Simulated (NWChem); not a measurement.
System: C4H6; SMILES C#CCC

```xyz
10

C      0.2635    -1.9660     0.0000
C     -0.1565    -0.8298     0.0000
C     -0.6407     0.5462     0.0000
C      0.4772     1.5876     0.0000
H      0.6306    -2.9755     0.0000
H     -1.2910     0.6916     0.8798
H     -1.2910     0.6916    -0.8798
H      0.0569     2.6042     0.0000
H      1.1166     1.4803    -0.8885
H      1.1166     1.4803     0.8885
```
Atoms are numbered in this order, from 1.

All runs use the structure optimised with PBE0/def2-SVP.

Symmetry labels are those of Cs in the frame above (b1 and b2, or b-type labels, depend on it).

Task: List the 6 lowest vertical singlet excitations and the 6 lowest triplet ones from Hartree-Fock/6-31G* (spherical d), CIS (NWChem).

Result: 
```json
[
 {"state": "S1", "energy (eV)": "6.53", "oscillator strength": "0.000", "symmetry": "a\"", "leading excitation (squared amplitude)": "HOMO → LUMO (0.42)"},
 {"state": "S2", "energy (eV)": "6.92", "oscillator strength": "0.002", "symmetry": "a'", "leading excitation (squared amplitude)": "HOMO → LUMO+1 (0.45)"},
 {"state": "S3", "energy (eV)": "6.93", "oscillator strength": "0.001", "symmetry": "a\"", "leading excitation (squared amplitude)": "HOMO−1 → LUMO+1 (0.55)"},
 {"state": "S4", "energy (eV)": "10.61", "oscillator strength": "0.005", "symmetry": "a\"", "leading excitation (squared amplitude)": "HOMO → LUMO+3 (0.71)"},
 {"state": "S5", "energy (eV)": "10.66", "oscillator strength": "0.008", "symmetry": "a'", "leading excitation (squared amplitude)": "HOMO−1 → LUMO+3 (0.72)"},
 {"state": "S6", "energy (eV)": "11.43", "oscillator strength": "0.011", "symmetry": "a\"", "leading excitation (squared amplitude)": "HOMO → LUMO+2 (0.43)"},
 {"state": "T1", "energy (eV)": "4.63", "oscillator strength": "spin-forbidden", "symmetry": "a'", "leading excitation (squared amplitude)": "HOMO → LUMO+1 (0.42)"},
 {"state": "T2", "energy (eV)": "5.65", "oscillator strength": "spin-forbidden", "symmetry": "a\"", "leading excitation (squared amplitude)": "HOMO−1 → LUMO+1 (0.40)"},
 {"state": "T3", "energy (eV)": "5.65", "oscillator strength": "spin-forbidden", "symmetry": "a'", "leading excitation (squared amplitude)": "HOMO → LUMO+1 (0.45)"},
 {"state": "T4", "energy (eV)": "6.54", "oscillator strength": "spin-forbidden", "symmetry": "a\"", "leading excitation (squared amplitude)": "HOMO−1 → LUMO+1 (0.49)"},
 {"state": "T5", "energy (eV)": "9.70", "oscillator strength": "spin-forbidden", "symmetry": "a\"", "leading excitation (squared amplitude)": "HOMO → LUMO+3 (0.61)"},
 {"state": "T6", "energy (eV)": "9.76", "oscillator strength": "spin-forbidden", "symmetry": "a'", "leading excitation (squared amplitude)": "HOMO−1 → LUMO+3 (0.65)"}
]
```
